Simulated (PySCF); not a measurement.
Compound: C7H13OP.
Numbering: `[CH3:1][CH2:2][P@:3]1(=[O:4])[CH2:5][CH2:6][CH:7]=[C:8]1[CH3:9]`

Geometry (GFN2-xTB, Å), atoms numbered from 1 in this order:
```
atom  x, y, z in Å
C1     1.878    0.575   -1.085
C2     1.898    0.199    0.386
P3     0.330   -0.520    1.033
O4     0.415   -0.832    2.466
C5    -0.204   -1.897   -0.075
C6    -1.201   -1.296   -1.068
C7    -1.691    0.015   -0.523
C8    -1.034    0.560    0.492
C9    -1.314    1.836    1.202
H10    2.814    1.056   -1.364
H11    1.751   -0.307   -1.708
H12    1.061    1.262   -1.294
H13    2.677   -0.539    0.602
H14    2.098    1.071    1.016
H15   -0.690   -2.624    0.580
H16    0.635   -2.394   -0.561
H17   -2.044   -1.970   -1.239
H18   -0.729   -1.122   -2.039
H19   -2.548    0.475   -0.995
H20   -1.274    1.658    2.277
H21   -2.289    2.237    0.933
H22   -0.550    2.577    0.963
```

Definitions: NICS(0) = −σiso at the ring centroid; NICS(1) = −σiso and NICS(1)zz = −σzz at ±1 Å along the ring normal z. Level: GIAO PBE0/pcSseg-1 (PySCF, non-relativistic, gas phase) on the GFN2-xTB geometry, one conformer.

Ring bond lengths (Å), with Mayer bond orders in brackets: P3–C5 1.847 (0.89), C5–C6 1.531 (1.02), C6–C7 1.502 (1.04), C7–C8 1.326 (1.81), C8–P3 1.822 (0.82).

Task: Give the NICS values of each ring in ppm.

Result: 
```tsv
ring	type	NICS(0)	NICS(1), two faces	NICS(1)zz, two faces	rms pucker (Å)	centre to ring atoms, mean (Å)
P3–C5–C6–C7–C8	5-membered ring with P; formal bonds 1 double, 4 single	-3.3	-3.3 / -4.5	-2.6 / -6.2	0.08	1.36
```

Task: What do they say, and how far can they be read as aromaticity?

Result: 
- P3–C5–C6–C7–C8: mean NICS(1)zz -4.4 ppm, shielded. P3, C5, C6 have four or more neighbours, and the NICS criterion for π rings isn't applied. The two faces differ by 3.6 ppm, so no symmetry operation interchanges them.

Task: What is the mean of the two in-plane components of NICS at the second NICS(1) probe listed for ring P3–C5–C6–C7–C8, 1 Å off the ring?

Result: The isotropic value is a third of the trace: (3 × -4.5 − (-6.2))/2 = -3.6 ppm.

Task: What are the shieldings of the ring atoms and their hydrogens in the same run (means over atoms taken as equivalent)?

Result: 
```csv
atoms,environment,σ isotropic (ppm),"principal values of the symmetric part, first atom (ppm)"
P3,phosphoryl phosphorus,270.7,"165.1, 228.7, 418.2"
C5,sp3 carbon bound to phosphorus,157.6,"134.7, 161.1, 177.0"
C6,allylic carbon,155.0,"144.5, 151.7, 168.9"
C7,alkene CH carbon,39.6,"-69.6, 50.3, 138.0"
C8,fully substituted alkene carbon,42.7,"-60.6, 38.2, 150.3"
H15,methylene hydrogen,29.77,"25.3, 27.9, 36.2"
H16,methylene hydrogen,29.85,"26.9, 28.2, 34.5"
H17,methylene hydrogen,29.14,"24.0, 26.9, 36.4"
H18,methylene hydrogen,29.60,"26.3, 27.6, 35.0"
H19,vinylic hydrogen,25.30,"23.7, 24.7, 27.5"
```
